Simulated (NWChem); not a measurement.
System: C₂H₈OSi; SMILES O(C[SiH3])C

NWChem input:

```
start job
memory heap 200 mb stack 900 mb global 1100 mb
geometry units angstroms noautoz
  C      0.705268     1.824850     0.244011
  O     -0.319281     1.191387    -0.457291
  C     -0.831834     0.047231     0.177819
  Si     0.187513    -1.539690    -0.130245
  H      1.019207     2.700411    -0.341606
  H      0.368426     2.173129     1.241627
  H      1.588619     1.173477     0.394615
  H     -0.969882     0.213069     1.266901
  H     -1.840907    -0.128343    -0.233113
  H      1.590869    -1.411512     0.369142
  H      0.230721    -1.839412    -1.592454
  H     -0.466971    -2.678708     0.586825
end
basis spherical
  * library def2-tzvp
end
dft
  xc xcamb88 1.00 lyp 0.81 vwn_5 0.19 hfexch 1.00
  cam 0.33 cam_alpha 0.19 cam_beta 0.46
  iterations 150
  semidirect filesize 400000000
  mulliken
end
task dft energy
```

Output (shortened):

```
             Northwest Computational Chemistry Package (NWChem) 7.3.0
             --------------------------------------------------------

 C1  symmetry detected

                             Geometry "geometry" -> ""
                             -------------------------

 Output coordinates in angstroms (scale by  1.889725989 to convert to a.u.)

  No.       Tag          Charge          X              Y              Z
 ---- ---------------- ---------- -------------- -------------- --------------
    1 C                    6.0000     0.63015417     1.87343031     0.14013850
    2 O                    8.0000    -0.42905832     1.17352692    -0.43519155
    3 C                    6.0000    -0.82968630     0.03652432     0.28722837
    4 Si                  14.0000     0.22171527    -1.52080046    -0.06146099
    5 H                    1.0000     0.84934727     2.73654018    -0.50415007
    6 H                    1.0000     0.37583344     2.24774505     1.15266402
    7 H                    1.0000     1.55060826     1.26316285     0.22740383
    8 H                    1.0000    -0.86984143     0.23998817     1.37793875
    9 H                    1.0000    -1.86510126    -0.19407319    -0.01717319
   10 H                    1.0000     1.65971499    -1.31878250     0.29430660
   11 H                    1.0000     0.13752948    -1.87641261    -1.50928975
   12 H                    1.0000    -0.31244517    -2.65490460     0.75608481

 Effective nuclear repulsion energy (a.u.)     173.1576870812

                                 NWChem DFT Module
                                 -----------------

 Summary of "ao basis" -> "ao basis" (spherical)
 ------------------------------------------------------------------------------
       Tag                 Description            Shells   Functions and Types
 ---------------- ------------------------------  ------  ---------------------
 C                         def2-tzvp                11       31   5s3p2d1f
 O                         def2-tzvp                11       31   5s3p2d1f
 Si                        def2-tzvp                13       37   5s5p2d1f
 H                         def2-tzvp                 4        6   3s1p

            General Information
            -------------------
          SCF calculation type: DFT
          Wavefunction type:  closed shell.
          No. of atoms     :    12
          No. of electrons :    42
           Alpha electrons :    21
            Beta electrons :    21
          Charge           :     0
          Spin multiplicity:     1
          Use of symmetry is: off; symmetry adaption is: off
          Maximum number of iterations: 150
          AO basis - number of functions:   178
                     number of shells:    78
          Convergence on energy requested:  1.00D-06
          Convergence on density requested:  1.00D-05
          Convergence on gradient requested:  5.00D-04

              XC Information
              --------------
                     Hartree-Fock (Exact) Exchange  1.000
                   CAM-Becke88 Exchange Functional  1.000
                      VWN V Correlation Functional  0.190 local
              Lee-Yang-Parr Correlation Functional  0.810

           Range-Separation Parameters
           ---------------------------
           Alpha           :  0.19
           Beta            :  0.46
           Gamma           :  0.33
           Short-Range HF  :     F

             Grid Information
             ----------------
          Grid used for XC integration:  medium
          Radial quadrature: Mura-Knowles
          Angular quadrature: Lebedev.
          Tag              B.-S. Rad. Rad. Pts. Rad. Cut. Ang. Pts.
          ---              ---------- --------- --------- ---------
          C                   0.70       49          12.0       434
          O                   0.60       49          11.0       434
          Si                  1.10       88          12.0       590
          H                   0.35       45          13.0       434
          Grid pruning is: on
          Number of quadrature shells:   595
          Spatial weights used:  Erf1

      Superposition of Atomic Density Guess
      -------------------------------------

 Sum of atomic energies:        -442.96084776

      Non-variational initial energy
      ------------------------------

 Total energy =    -444.983133
 1-e energy   =    -952.329589
 2-e energy   =     334.188769
 HOMO         =      -0.302400
 LUMO         =       0.055491

     ---------------------------------------------
      Total Density - Mulliken Population Analysis
     ---------------------------------------------

    Atom       Charge   Shell Charges
 -----------   ------   -------------------------------------------------------
    1 C    6     6.18   0.86  1.12  0.54  0.65  0.13  1.14  1.27  0.38  0.02  0.07  0.01
    2 O    8     8.47   0.79  1.18  0.58  0.94  0.24  1.93  2.11  0.65  0.00  0.03  0.00
    3 C    6     6.22   0.86  1.12  0.54  0.68  0.11  1.13  1.32  0.37  0.02  0.08  0.01
    4 Si  14    13.70   2.00  0.59  1.39  0.89  0.47  4.12  1.73  0.52  1.33  0.49  0.08  0.09  0.02
    5 H    1     0.85   0.25  0.46  0.13  0.02
    6 H    1     0.86   0.25  0.45  0.14  0.02
    7 H    1     0.87   0.25  0.45  0.15  0.02
    8 H    1     0.86   0.24  0.45  0.15  0.02
    9 H    1     0.85   0.24  0.45  0.13  0.02
   10 H    1     1.05   0.23  0.55  0.27  0.01
   11 H    1     1.05   0.23  0.55  0.27  0.01
   12 H    1     1.04   0.22  0.54  0.27  0.01

   convergence    iter        energy       DeltaE   RMS-Dens  Diis-err
 ---------------- ----- ----------------- --------- --------- ---------
 d= 0,ls=0.0,diis     1   -445.6513631862 -6.19D+02  3.10D-03  8.35D-01
 d= 0,ls=0.0,diis     2   -445.6887286235 -3.74D-02  1.57D-03  2.61D-01
 d= 0,ls=0.0,diis     3   -445.7029475202 -1.42D-02  6.59D-04  1.16D-01
 d= 0,ls=0.0,diis     4   -445.7119719097 -9.02D-03  1.21D-04  1.17D-03
 d= 0,ls=0.0,diis     5   -445.7120931026 -1.21D-04  4.39D-05  1.16D-04
  Resetting Diis
 d= 0,ls=0.0,diis     6   -445.7121072829 -1.42D-05  1.01D-05  3.44D-06
 d= 0,ls=0.0,diis     7   -445.7121078349 -5.52D-07  3.34D-06  4.51D-07

         Total DFT energy =     -445.712107834873
      One electron energy =     -956.348756072306
           Coulomb energy =      380.764137731953
    Exchange-Corr. energy =      -43.285176575727
 Nuclear repulsion energy =      173.157687081207

 Numeric. integr. density =       41.999992963595

                       DFT Final Molecular Orbital Analysis
                       ------------------------------------

 Vector   19  Occ=2.000000D+00  E=-4.045616D-01
              MO Center=  4.1D-01, -8.4D-01, -2.8D-01, r^2= 4.1D+00
   Bfn.  Coefficient  Atom+Function         Bfn.  Coefficient  Atom+Function
  ----- ------------  ---------------      ----- ------------  ---------------
   168     -0.187709  11 H  s               162      0.180375  10 H  s
   110      0.163203   4 Si pz              109      0.150402   4 Si py
    39     -0.148489   2 O  pz              108      0.130947   4 Si px
   163      0.124279  10 H  s               169     -0.123673  11 H  s
    42     -0.121614   2 O  pz              167     -0.119712  11 H  s

 Vector   20  Occ=2.000000D+00  E=-3.855401D-01
              MO Center= -1.9D-01,  5.4D-01, -1.3D-01, r^2= 3.5D+00
   Bfn.  Coefficient  Atom+Function         Bfn.  Coefficient  Atom+Function
  ----- ------------  ---------------      ----- ------------  ---------------
    39      0.296735   2 O  pz               42      0.242098   2 O  pz
    45      0.189011   2 O  pz               70     -0.143412   3 C  pz
     8     -0.128313   1 C  pz              150     -0.128801   8 H  s
   156      0.106434   9 H  s                35     -0.105372   2 O  s
   151     -0.105131   8 H  s                73     -0.102563   3 C  pz

 Vector   21  Occ=2.000000D+00  E=-3.123296D-01
              MO Center= -2.6D-01,  5.8D-01, -4.1D-02, r^2= 2.7D+00
   Bfn.  Coefficient  Atom+Function         Bfn.  Coefficient  Atom+Function
  ----- ------------  ---------------      ----- ------------  ---------------
    37      0.255995   2 O  px               38     -0.226810   2 O  py
    40      0.211797   2 O  px               41     -0.186150   2 O  py
    43      0.179008   2 O  px               44     -0.173641   2 O  py
    39     -0.166429   2 O  pz              109     -0.159427   4 Si py
   145     -0.144413   7 H  s                42     -0.135772   2 O  pz

 Vector   22  Occ=0.000000D+00  E= 5.577456D-02
              MO Center=  8.4D-02, -1.0D+00,  2.0D-01, r^2= 7.6D+00
   Bfn.  Coefficient  Atom+Function         Bfn.  Coefficient  Atom+Function
  ----- ------------  ---------------      ----- ------------  ---------------
    67      3.166030   3 C  s               112     -1.295819   4 Si py
     5      1.055767   1 C  s                98     -0.977775   4 Si s
   151     -0.941250   8 H  s               111      0.892081   4 Si px
   157     -0.801812   9 H  s                75     -0.595943   3 C  py
   139     -0.554364   6 H  s               145     -0.493986   7 H  s

 Vector   23  Occ=0.000000D+00  E= 7.859715D-02
              MO Center=  2.9D-01, -7.4D-01, -5.6D-02, r^2= 5.8D+00
   Bfn.  Coefficient  Atom+Function         Bfn.  Coefficient  Atom+Function
  ----- ------------  ---------------      ----- ------------  ---------------
   113      1.163721   4 Si pz              175     -1.056564  12 H  s
    67     -0.972959   3 C  s               169      0.906345  11 H  s
     5      0.827650   1 C  s               111     -0.812221   4 Si px
   163      0.598381  10 H  s               139     -0.584112   6 H  s
    36      0.534229   2 O  s               145     -0.474809   7 H  s

[...]
```

Level: CAM-B3LYP/def2-TZVP. Coordinates come from a PBE0/def2-SVP optimisation.
